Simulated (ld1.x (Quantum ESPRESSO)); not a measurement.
**Transferability test, RRKJ potential for Ce**

ld1.x (Quantum ESPRESSO) 7.5 input, shortened:

```
&input
   title='Ce', zed=58., rel=2, dft='PBE', iswitch=3,
   config='[Xe] 4f1 5d0 6s0 6p0', rel_dist='average'
 /
 &inputp
   pseudotype=2, tm=.false., lloc=0,
   nlcc=.false.
 /
4
5P  2  1   6.00   0.00  3.05  3.05  0.0
5D  3  2   0.00   0.00  2.25  2.25  0.0
4F  4  3   1.00   0.00  1.35  1.35  0.0
5S  1  0   2.00   0.00  1.55  1.55  0.0
 &test
   configts(1)='4f1 5s2 5p6 5d0 6s0 6p0'
 /
```

Open shells are filled in proportion to 2j + 1 (rel_dist='average').

Energies are relative to the spin-unpolarised reference configuration 4f1 5s2 5p6 5d0 6s0 6p0; without spin polarisation the order of configurations can differ from experiment.

| valence configuration | charge | ΔE all-electron (eV) | error AE − PS (meV) |
| --- | --- | --- | --- |
| 4f1 5s2 5p6 5d1 6s2 6p0 | 0 | -36.317 | +100 |
| 4f1 5s2 5p6 5d1 6s1 6p0 | +1 | -30.247 | +70 |
| 4f1 5s2 5p6 5d1 6s0 6p0 | +2 | -19.167 | +4.8 |
| 4f2 5s2 5p6 5d0 6s2 6p0 | 0 | -36.591 | +257 |
| 4f2 5s2 5p6 5d0 6s1 6p0 | +1 | -30.952 | +249 |
| 4f1 5s2 5p6 5d0 6s2 6p0 | +1 | -29.917 | +145 |

Problem. What are ΔE and the potential's error for 4f1 5s2 5p6 5d1.5 6s1.5 6p0?

Solution. ΔE = -35.919 eV all-electron; the error (AE − PS) is +73 meV.

A Bessel basis up to 400 Ry misses an occupied level by 0.97 Ry, so cutoffs and ghosts were not judged.
